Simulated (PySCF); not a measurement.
Isomers of C6H7FO2Si, one GFN2-xTB conformer each. Single-point energies are computed at PBE0/pcSseg-1 (PySCF, gas phase, no added dispersion term), electronic only.

Task: Rank them by PBE0/pcSseg-1 energy, lowest first (kJ/mol).
A. `[CH3:1][C:2]#[C:3][C:4]1=[C:5]([O:6][SiH2:7][OH:8])[C@H:9]1[F:10]` with C4–C5–O6–Si7 167°, C5–O6–Si7–O8 177°, O6–Si7–O8–H 22°
B. `[O:1]=[C:2]([OH:3])[C:4]#[C:5][CH2:6][Si@@H:7]1[CH2:8][C@@H:9]1[F:10]` with O1–C2–O3–H 0°, C5–C6–Si7–C8 -99°
C. `[CH:1]#[C:2][C:3]1=[C:4]([F:5])[SiH2:6][O:7][C@@H:8]1[O:9][CH3:10]` with O7–C8–O9–C10 66°

Result: A (0.0), C (17.6), B (52.2).

As drawn, the lowest has an Si–O bond and a C=C bond outside aromatic rings, which the highest lacks; the highest has a C=O bond, a C(=O)–O unit and an Si–C bond, which the lowest lacks. GFN2-xTB itself gives, in the same order: 0.0, 50.5, 257.5. Both levels put the same isomer lowest; measured from each level's own lowest isomer, the values differ by up to 205.3 kJ/mol (O=C(O)C#CC[Si@@H]1C[C@@H]1F: 257.5 against 52.2).

Task: Which frontier levels, dipoles and rotational constants go with these structures?

Result: 
```
                     SMILES  HOMO (eV, PBE0/pcSseg-1)  LUMO (eV)  dipole (D)       A, B, C (MHz)
  CC#CC1=C(O[SiH2]O)[C@H]1F                     -6.75      -0.60        2.39  2142, 451.2, 382.4
 C#CC1=C(F)[SiH2]O[C@@H]1OC                     -7.19      -1.22        1.46   1318, 1163, 659.0
O=C(O)C#CC[Si@@H]1C[C@@H]1F                     -7.17      -1.24        1.62  3283, 363.7, 362.0
```

Task: As an exercise, what shares would exp(−E/RT) give at 1000 K from these electronic energies alone (no entropy, no degeneracies)?

Result: RT = 8.314 kJ/mol: CC#CC1=C(O[SiH2]O)[C@H]1F 89.1 %, C#CC1=C(F)[SiH2]O[C@@H]1OC 10.7 %, O=C(O)C#CC[Si@@H]1C[C@@H]1F 0.2 %.
